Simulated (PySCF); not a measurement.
Converging GaI in the basis (CCSD(T))

PySCF, RHF reference; singlet, unpaired electrons none; De to Ga + I without counterpoise correction. Frozen cores follow the default of each basis and core potential.

```tsv
basis	relativity	functions	Re (Å)	ωe (cm⁻¹)	De (eV)	frozen orbitals
cc-pVDZ-PP	scalar-relativistic core potentials	46	2.620	218	3.47	8
def2-SVP	scalar-relativistic core potentials	58	2.590	223	3.50	13
x2c-TZVPPall	spin-free X2C	108	2.570	225	3.72	27
```

Q: How does each smaller set differ from the one with most functions, x2c-TZVPPall?

A: cc-pVDZ-PP: +5.0 pm, -3.1 % in ωe, -0.25 eV in De; def2-SVP: +2.0 pm, -0.9 % in ωe, -0.22 eV in De. All at CCSD(T); the set with most functions is neither the basis-set limit nor always the best. The rows treat relativity differently, so the differences are not basis effects alone.

Correlated steps freeze the inner cores (8 to 27 orbitals); shallow outer-core shells are correlated. Correlated levels converge slowly with the basis: in double zeta they bind strong bonds too weakly, by up to about 1 eV, and carry superposition errors of some tenths. Spin–orbit coupling is left out, which matters for elements this heavy, above all for dissociation energies. Where the molecule has an RHF reference, its open-shell atoms are computed with UHF.
